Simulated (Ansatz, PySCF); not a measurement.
Gas-phase reaction in SMILES: C[SiH2]O[SiH3] → C[SiH2]O[SiH2] + H atom (the H-Si bond at the site shown breaks; other sites are not compared here)
Each molecule is optimised on its own at B3LYP-D3(BJ)/def2-TZVP (Ansatz, a program for electronic structure), one conformer each, not searched for the lowest.
Geometry of the first species:
SMILES: C[SiH2]O[SiH3]
```xyz
12

C      2.4724    -0.1402     0.4071
Si     0.9669    -0.0118    -0.6795
O     -0.3766     0.0046     0.2655
Si    -2.0075     0.0786     0.3555
H      2.4476    -1.0560     1.0007
H      2.5327     0.7084     1.0912
H      3.3813    -0.1529    -0.1993
H      1.0077     1.2341    -1.4851
H      0.8918    -1.1671    -1.6082
H     -2.3986     0.0244     1.7806
H     -2.4995     1.3419    -0.2437
H     -2.6156    -1.0638    -0.3671
```
Charge 0, spin multiplicity 1.

Wanted: bond dissociation energy (0 K, with B3LYP-D3(BJ) harmonic zero-point energies from PySCF), in kcal/mol. Correlated levels leave the core frozen unless marked. UHF or UKS for open shells. No spin-orbit coupling. Non-relativistic. CBS(X,Y): correlation extrapolated as X^-3; Hartree-Fock from the larger set.

```tsv
level	program	bond dissociation energy (kcal/mol)
B3LYP/def2-TZVPD	Ansatz	89.4
```

Predict the CCSD(T)/CBS(cc-pV(T+d)Z,cc-pV(Q+d)Z) result (Ansatz).

92.2 kcal/mol
